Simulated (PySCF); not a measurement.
PySCF input (BP86/def2-TZVPD):

```python
from pyscf import gto, scf, dft

mol = gto.M(
    atom='''
    C    -1.09455218   -0.09114862   -0.01737528
    Si    0.61143944   -0.03857235    0.00849089
    H    -1.66910789    0.83060455   -0.01332855
    H    -1.66876893   -1.00704325   -0.03827929
    H     1.34503774    1.26334325    0.03698700
    ''',
    basis='def2-tzvpd',
    charge=0,
    spin=1,
    verbose=4,
)

mf = dft.UKS(mol, xc='bp86').density_fit(auxbasis='def2-universal-jkfit')
mf.grids.level = 3
mf.conv_tol = 1e-9
mf.max_cycle = 100
mf.max_memory = 1500
mf.kernel()
if not mf.converged:
    mf = mf.newton()
    mf.kernel(mf.make_rdm1())
for _ in range(2):
    mo, _, stable, _ = mf.stability(return_status=True)
    if stable:
        break
    mf.kernel(mf.make_rdm1(mo, mf.mo_occ))
mf.analyze()
```

End of the output:

```
Extra cycle  E= -329.343885904336  delta_E= 4.39e-10  |g|= 2.87e-05  |ddm|= 2.62e-05
converged SCF energy = -329.343885904336  <S^2> = 0.76226802  2S+1 = 2.0122306
uhf_internal: lowest eigs of H = [0.08220889 0.12907941 0.27008453]
<class 'pyscf.df.df_jk.DFUKS'> wavefunction is stable in the internal stability analysis
**** SCF Summaries ****
Total Energy =                        -329.343885904335821
Nuclear Repulsion Energy =              44.621766286477190
One-electron Energy =                 -542.499824878091431
Two-electron Energy =                  168.534172687278414
Two-electron Coulomb Energy =          195.945777926355333
DFT Exchange-Correlation Energy =      -27.411605239076913
HOMO-LUMO gap [eV] =                     1.511539014816610
**** MO energy ****
                             alpha | beta                alpha | beta
MO #1   energy= -65.4628571048092  | -65.4598374731976  occ= 1 | 1
MO #2   energy= -9.89336797398884  | -9.89318929217302  occ= 1 | 1
MO #3   energy= -5.07127315585272  | -5.06772813821126  occ= 1 | 1
MO #4   energy= -3.48418863903469  | -3.47935102819561  occ= 1 | 1
MO #5   energy= -3.48263025794818  | -3.47721665862974  occ= 1 | 1
MO #6   energy= -3.47740281365186  | -3.47434003655779  occ= 1 | 1
MO #7   energy= -0.615434339324612 | -0.612747002159654 occ= 1 | 1
MO #8   energy= -0.453277093115311 | -0.436541835531013 occ= 1 | 1
MO #9   energy= -0.382479020557234 | -0.378192118039166 occ= 1 | 1
MO #10  energy= -0.330981576941472 | -0.322502570225687 occ= 1 | 1
MO #11  energy= -0.219492310295012 | -0.211570427099598 occ= 1 | 1
MO #12  energy= -0.214390343683783 | -0.156022392401709 occ= 1 | 0
MO #13  energy= -0.0867591459669548 | -0.0716138918032634 occ= 0 | 0
MO #14  energy= -0.00720349875924515 | 3.35750390205672e-06 occ= 0 | 0
MO #15  energy= 0.00417573568833674 | 0.0144494079574546 occ= 0 | 0
MO #16  energy= 0.0228556441254874 | 0.0376325480552211 occ= 0 | 0
MO #17  energy= 0.0560547785238929 | 0.0629533094334026 occ= 0 | 0
MO #18  energy= 0.0595213621635725 | 0.0659110532607055 occ= 0 | 0
MO #19  energy= 0.0598048264582996 | 0.0713868463348206 occ= 0 | 0
MO #20  energy= 0.0745905937722094 | 0.0849945594961882 occ= 0 | 0
MO #21  energy= 0.101150977475885  | 0.111670538594369  occ= 0 | 0
MO #22  energy= 0.111049024733006  | 0.111746075699928  occ= 0 | 0
MO #23  energy= 0.125638036907838  | 0.132451843153739  occ= 0 | 0
MO #24  energy= 0.131614426729095  | 0.139779773500097  occ= 0 | 0
MO #25  energy= 0.142634627821858  | 0.153636977787682  occ= 0 | 0
MO #26  energy= 0.171570295067127  | 0.174936707693377  occ= 0 | 0
MO #27  energy= 0.184004136645088  | 0.192853849100116  occ= 0 | 0
MO #28  energy= 0.193263803814081  | 0.196227399303206  occ= 0 | 0
MO #29  energy= 0.217561072760099  | 0.222360698303103  occ= 0 | 0
MO #30  energy= 0.230048760558013  | 0.239218339841511  occ= 0 | 0
MO #31  energy= 0.232081065644871  | 0.249332784066272  occ= 0 | 0
MO #32  energy= 0.242261907514362  | 0.250275500083732  occ= 0 | 0
MO #33  energy= 0.263971683177319  | 0.270742841649919  occ= 0 | 0
MO #34  energy= 0.269805937367297  | 0.28226412505997   occ= 0 | 0
MO #35  energy= 0.28834385616265   | 0.29577882238575   occ= 0 | 0
MO #36  energy= 0.290578706794939  | 0.296531630078727  occ= 0 | 0
MO #37  energy= 0.295993433479318  | 0.30236703314337   occ= 0 | 0
MO #38  energy= 0.310561735942071  | 0.314540485997853  occ= 0 | 0
MO #39  energy= 0.34568584913674   | 0.352843587086959  occ= 0 | 0
MO #40  energy= 0.354425949073075  | 0.367714542444563  occ= 0 | 0
MO #41  energy= 0.382420489484304  | 0.390558941909363  occ= 0 | 0
MO #42  energy= 0.387461919592412  | 0.398062476052434  occ= 0 | 0
MO #43  energy= 0.40703569399548   | 0.41789816542993   occ= 0 | 0
MO #44  energy= 0.414984645574486  | 0.425671054610977  occ= 0 | 0
MO #45  energy= 0.436062780422127  | 0.437160429415817  occ= 0 | 0
MO #46  energy= 0.437978847811594  | 0.450800330064038  occ= 0 | 0
MO #47  energy= 0.478413104409022  | 0.484458172624826  occ= 0 | 0
MO #48  energy= 0.514668574596172  | 0.524651565304989  occ= 0 | 0
MO #49  energy= 0.54218722129604   | 0.548009695683394  occ= 0 | 0
MO #50  energy= 0.563320536525826  | 0.579426764113551  occ= 0 | 0
MO #51  energy= 0.584873893866234  | 0.596710593805267  occ= 0 | 0
MO #52  energy= 0.641514815983179  | 0.649065035704869  occ= 0 | 0
MO #53  energy= 0.671306213294051  | 0.680586599634201  occ= 0 | 0
MO #54  energy= 0.688994497207262  | 0.693387574713439  occ= 0 | 0
MO #55  energy= 0.793381574046445  | 0.792701870138012  occ= 0 | 0
MO #56  energy= 0.804259912827077  | 0.812415441796466  occ= 0 | 0
MO #57  energy= 0.895983108441101  | 0.915017950734274  occ= 0 | 0
MO #58  energy= 0.937779476706905  | 0.954905793268185  occ= 0 | 0
MO #59  energy= 0.95299998245685   | 0.979389350165826  occ= 0 | 0
MO #60  energy= 0.960139817106511  | 0.984377596393228  occ= 0 | 0
MO #61  energy= 1.02094193370747   | 1.03917261566294   occ= 0 | 0
MO #62  energy= 1.02443396232461   | 1.04554653328526   occ= 0 | 0
MO #63  energy= 1.05428107464253   | 1.07759897212496   occ= 0 | 0
MO #64  energy= 1.05520833983035   | 1.09341137087591   occ= 0 | 0
MO #65  energy= 1.07512852471662   | 1.10903641295911   occ= 0 | 0
MO #66  energy= 1.19095625939022   | 1.20095354041444   occ= 0 | 0
MO #67  energy= 1.19766179462544   | 1.21778026386283   occ= 0 | 0
MO #68  energy= 1.20788721305463   | 1.21896716407802   occ= 0 | 0
MO #69  energy= 1.23654697799075   | 1.25673104358168   occ= 0 | 0
MO #70  energy= 1.27574151653804   | 1.30640395646107   occ= 0 | 0
MO #71  energy= 1.34235629357754   | 1.35646096443702   occ= 0 | 0
MO #72  energy= 1.40698416386919   | 1.4273734595429    occ= 0 | 0
MO #73  energy= 1.43864178728973   | 1.45989644542095   occ= 0 | 0
MO #74  energy= 1.57042109396032   | 1.59445853555786   occ= 0 | 0
MO #75  energy= 1.6441676831238    | 1.64511212077515   occ= 0 | 0
MO #76  energy= 1.70043378952763   | 1.70470586092359   occ= 0 | 0
MO #77  energy= 1.73839185676682   | 1.73944418371045   occ= 0 | 0
MO #78  energy= 1.79011378667035   | 1.8048031881086    occ= 0 | 0
MO #79  energy= 1.8434735078735    | 1.84441204486329   occ= 0 | 0
MO #80  energy= 1.84551708660223   | 1.85980203300385   occ= 0 | 0
MO #81  energy= 1.9690522955768    | 1.97732794365665   occ= 0 | 0
MO #82  energy= 2.01936055606855   | 2.0248316026075    occ= 0 | 0
MO #83  energy= 2.10609966463087   | 2.12247526666885   occ= 0 | 0
MO #84  energy= 2.1768731244981    | 2.18020078738133   occ= 0 | 0
MO #85  energy= 2.33892668929607   | 2.35335955653424   occ= 0 | 0
MO #86  energy= 2.49588919368059   | 2.50165728883461   occ= 0 | 0
MO #87  energy= 2.50984492968633   | 2.51620768125285   occ= 0 | 0
MO #88  energy= 2.59193883085306   | 2.59796721140767   occ= 0 | 0
MO #89  energy= 2.70757241861061   | 2.71088171612196   occ= 0 | 0
MO #90  energy= 2.77796215618481   | 2.79508256000343   occ= 0 | 0
MO #91  energy= 2.92035044807017   | 2.9229311006941    occ= 0 | 0
MO #92  energy= 3.04596007514373   | 3.04146990963118   occ= 0 | 0
MO #93  energy= 3.07530161754161   | 3.07199170434598   occ= 0 | 0
MO #94  energy= 3.15476734456334   | 3.15737695331694   occ= 0 | 0
MO #95  energy= 3.15745191437957   | 3.15782051579533   occ= 0 | 0
MO #96  energy= 3.24802268384329   | 3.24610517012181   occ= 0 | 0
MO #97  energy= 3.2806241077931    | 3.28156929602386   occ= 0 | 0
MO #98  energy= 3.38409789085772   | 3.38765902431097   occ= 0 | 0
MO #99  energy= 3.43121748234221   | 3.43776867968695   occ= 0 | 0
MO #100 energy= 3.64060400285697   | 3.64188770276364   occ= 0 | 0
MO #101 energy= 4.17197593294902   | 4.17472848691963   occ= 0 | 0
MO #102 energy= 4.41857498936051   | 4.42011683430719   occ= 0 | 0
MO #103 energy= 5.9029185493691    | 5.91293270866155   occ= 0 | 0
MO #104 energy= 6.11876510870352   | 6.13876662794295   occ= 0 | 0
[...]
```

It need not be the lowest isomer of its formula.
